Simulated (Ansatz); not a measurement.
```yaml
crystal:
  periodic: [false, false, false]
  atoms:
    - {symbol: Bi, position_ang: [1.277788, -1.097148, 0.606534]}
    - {symbol: Bi, position_ang: [-1.266563, -0.047755, -2.550294]}
    - {symbol: Bi, position_ang: [-0.706444, 2.458820, 0.196567]}
    - {symbol: Bi, position_ang: [0.189708, -0.139849, 3.835086]}
    - {symbol: Bi, position_ang: [-1.676371, -2.991525, -0.202980]}
    - {symbol: Bi, position_ang: [2.252364, 1.169418, -1.791872]}
    - {symbol: Bi, position_ang: [2.585222, 1.904104, 2.390072]}
    - {symbol: Bi, position_ang: [1.575152, -2.283897, -3.068881]}
    - {symbol: O, position_ang: [-0.940387, -1.415565, 1.219712]}
    - {symbol: O, position_ang: [-2.662417, -0.933887, -0.964695]}
    - {symbol: O, position_ang: [0.455660, -3.318575, 0.301592]}
    - {symbol: O, position_ang: [-2.684271, -3.559677, 1.546266]}
    - {symbol: O, position_ang: [1.798477, -4.130751, -1.850473]}
    - {symbol: O, position_ang: [-0.410436, -2.044117, -2.320121]}
    - {symbol: O, position_ang: [1.374978, -1.714775, 3.054175]}
    - {symbol: O, position_ang: [0.974482, 0.154284, -3.590043]}
    - {symbol: O, position_ang: [-2.251676, 3.929705, 0.661521]}
    - {symbol: O, position_ang: [-1.707311, 2.189350, -1.796322]}
    - {symbol: O, position_ang: [0.593619, 0.765240, 1.938649]}
    - {symbol: O, position_ang: [-2.230228, 0.939379, 0.914444]}
    - {symbol: O, position_ang: [0.314885, 0.425030, -1.001733]}
    - {symbol: O, position_ang: [0.855042, 2.910043, -1.786920]}
    - {symbol: O, position_ang: [1.687484, 1.078153, 4.300754]}
    - {symbol: O, position_ang: [2.526919, -1.148889, -1.556944]}
    - {symbol: O, position_ang: [1.240126, 3.525280, 1.829177]}
    - {symbol: O, position_ang: [2.686181, 1.049408, 0.264086]}
    - {symbol: H, position_ang: [-1.472682, -0.547402, 1.171605]}
    - {symbol: H, position_ang: [-2.670323, -0.247894, -0.364691]}
    - {symbol: H, position_ang: [0.899320, -3.762126, -0.472471]}
    - {symbol: H, position_ang: [-2.424272, -2.969307, 2.269325]}
    - {symbol: H, position_ang: [2.693046, -4.047000, -1.543339]}
    - {symbol: H, position_ang: [0.903094, -2.576182, 2.976383]}
    - {symbol: H, position_ang: [0.928223, 0.602496, -4.487408]}
    - {symbol: H, position_ang: [-2.881747, 3.918898, -0.064085]}
    - {symbol: H, position_ang: [-1.003022, 2.665785, -2.251925]}
    - {symbol: H, position_ang: [-3.024919, 1.321772, 1.298096]}
    - {symbol: H, position_ang: [1.382899, 3.809451, -1.731459]}
    - {symbol: H, position_ang: [1.073674, 4.152945, 2.673926]}
basis:
  gaussian: {orbitals: def2-SVP, fitting: {mean_field: def2-universal-jkfit}}
total_charge: 1
magnetization: {spin_polarized: true, initial_magnetization: 1}
hamiltonian: {xc: {name: PBEsol}, dispersion: d4, pseudopotentials: {relativity: scalar}}
scf: {omitted_lower_state_checks: [starts]}
```

```sh
$ ansatz run in.yaml --threads 2 --pin off --events-out ev --progress --plain --max-ram 22528MiB --backend cuda --devices 0, --max-vram 18GiB
```

Output, abridged:

```
Functional definition: PBEsol
3610 factors; integrals over basis functions are off by at most 2.1e-1 eV
mean field evaluation 1: about -83446.3778 eV, gradient 1.8e2 eV
mean field evaluation 2: about -81979.0907 eV, gradient 5.1e2 eV
mean field evaluation 4: about -83519.8117 eV, gradient 8.8e1 eV
mean field evaluation 8: about -83556.5857 eV, gradient 4.6e1 eV
mean field evaluation 16: about -83567.3159 eV, gradient 6.6e0 eV
mean field evaluation 32: about -83567.6674 eV, gradient 2.7e-5 eV
mean field -83567.66742326 eV, -3071.0551336055 hartree, gradient 3.0e-6 eV, S^2 0.752012; 0 other end points of the search recorded, 0 dependent functions left out
reference -83567.66749614 eV, -3071.0551362836 hartree; 170, 169 occupied and 350, 351 virtual orbitals, 3610 factors
Total energy: -83569.00594158 eV, -3071.1043232462 hartree
Relativity: scalar
Checks for a lower state left out: starts
```

Run time 11 s (2 threads of AMD EPYC 7R13 on a shared host and a share (18 GiB) of an NVIDIA H100 80GB HBM3), peak host memory 1.3 GiB.

In the def2 sets Bi takes a core potential; there is no spin–orbit coupling.
